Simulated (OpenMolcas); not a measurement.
**Ge I: the spin-orbit constant, worked from levels**

- Program: OpenMolcas
- Basis: ANO-RCC-VTZP [6s5p3d1f]
- Scalar Hamiltonian: DKH2, point nucleus
- Active space: 4 electrons in 8 orbitals (4s 4p 5s 5p)
- State averaging: 2S+1 = 3 even, 3 roots; 2S+1 = 1 even, 6 roots; 2S+1 = 5 odd, 1 root; 2S+1 = 3 odd, 5 roots
- Spin-orbit coupling: RASSI with atomic mean-field integrals over the reference wave functions, term energies averaged over their components

Methods: CASSCF; SS-CASPT2, IPEA 0.25 Eh, imaginary shift 0.1 Eh (closed shells correlated: 3d). Measured levels: NIST Handbook of Basic Atomic Spectroscopic Data.

**The spin-orbit constant.** For the Hund term 3P of p2, E(J) = (A/2) J(J+1) + constant and ζ = 2S·A = 2A. From J = 0 to J = 2 the energy changes by 3 A.

| Source | E(2) - E(0) | A | ζ |
| --- | --- | --- | --- |
| CASSCF | 1203.4 | 401.1 | 802 |
| SS-CASPT2 | 1191.9 | 397.3 | 795 |
| measured | 1410.0 | 470.0 | 940 |

All in cm-1. SS-CASPT2 is off by -15.5 % and CASSCF by -14.7 %. Both methods take the spin-orbit matrix elements from the reference wave functions, so the second can move ζ only through the term energies and any multistate remixing. Second-order mixing with other terms is absorbed into this ζ.

Over all roots computed the reference weight is 0.90 to 0.96 in SS-CASPT2; the roots of lowest weight are the least certain, and an intruder state may touch them. Active for correlation alone: 5p 5s; no level in the range computed is led by a configuration that fills them, so any true level of that kind is missing. Without dynamic correlation excited terms often stand tens of per cent too high (terms of higher spin than the ground term too low), and those without a measured partner can miss by more than the paired ones (holds for CASSCF). Computed and measured levels are paired by configuration, term and J; levels that our copy of the source lacks, or whose pairing is in doubt (as where it misses far off the trend of its configuration), stay unpaired and out of the deviations. Levels of configurations outside the active space are missing.
